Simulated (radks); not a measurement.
Species: Tb4+. Configuration: [Xe] 4f7. Method: scalar-relativistic Kohn-Sham, PBE, spin-polarised, spherical densities, finite nucleus; open shells are filled with parallel spins first (spin-orbit coupling, left out, can overturn this in heavy ions); Fermi nuclear charge, rms radius 5.06 fm; computed with a radial shooting solver on a logarithmic mesh with Libxc functionals. Some entries of the table are withheld. Estimate them.

orbital  occ.  eigenvalue (eV)  <r^2> (bohr^2)
1s down     1        -51903.83       0.0006317
1s up       1        -51903.83       0.0006317
2s up       1        -8648.836        0.009890
2s down     1        -8648.775        0.009890
2p up       3        -7691.671        0.007988
2p down     3        -7691.629        0.007988
3s up       1        -1962.540         0.06554
3s down     1        -1959.575         0.06541
3p up       3        -1667.293         0.06578
3p down     3        -1664.341         0.06562
3d up       5        -1282.041         0.05518
3d down     5        -1279.783         0.05500
4s up       1        -434.4414          0.3291
4s down     1        -427.7838          0.3293
4p up       3        -336.8850          0.3711
4p down     3        -330.3040          0.3715
4d up       5        -202.8572          0.4423
4d down     5        -196.3773          0.4447
5s up       1              (1)           1.782
5s down     1              (2)           1.838
5p up       3         -69.1993           2.324
5p down     3         -66.9063           2.412
4f up       7              (3)          0.7482
4f down     0              (4)          0.8121

Answer. 
(1) 5s up eigenvalue (eV): -94.3990
(2) 5s down eigenvalue (eV): -91.2891
(3) 4f up eigenvalue (eV): -56.5496
(4) 4f down eigenvalue (eV): -50.6339
